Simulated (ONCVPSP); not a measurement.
## u(r) = r·R(r): atom against pseudo-atom (technetium (Tc))

Columns: radius, all-electron u(r) and pseudo u(r) of the 4s shell (level -73.44 eV) of technetium in the configuration [Ar] 3d10 4s2 4p6 4d5 5s2; PW91, scalar-relativistic, ONCV scheme, ONCVPSP 4.0.1.

```
r (bohr)  all-electron  pseudo
   0.085        0.3681  0.0650
   0.170        0.0347  0.1392
   0.255       -0.5074  0.2297
   0.340       -0.5978  0.3392
   0.425       -0.3330  0.4657
   0.510        0.0677  0.6024
   0.595        0.4573  0.7393
   0.680        0.7665  0.8649
   0.765        0.9758  0.9681
   0.850        1.0926  1.0406
   0.935        1.1331  1.0770
   1.020        1.1168  1.0760
   1.105        1.0617  1.0401
   1.190        0.9829  0.9754
   1.275        0.8917  0.8906
   1.360        0.7964  0.7962
   1.445        0.7025  0.7024
   1.530        0.6135  0.6134
   1.615        0.5315  0.5314
   1.700        0.4574  0.4573
   1.785        0.3915  0.3914
   1.870        0.3335  0.3334
   1.955        0.2830  0.2830
   2.040        0.2394  0.2394
   2.125        0.2019  0.2019
   2.210        0.1699  0.1699
```

Problem. How many radial nodes do the two functions have?

Solution. The all-electron 4s function has n − l − 1 = 3 (the table is too coarse to show those close to the nucleus); the pseudo-wave has 0, since the states of the same l below it are removed with the core.

Problem. At about which radius was the pseudo-wave matched?

Solution. 1.35 bohr, where the columns begin to agree (steps of 0.09 bohr).

Problem. Is the pseudo-wave norm-conserving?

Solution. Yes: the ONCV scheme keeps the norm inside the radius equal to the all-electron one, which fixes the energy derivative of the logarithmic derivative at the level.
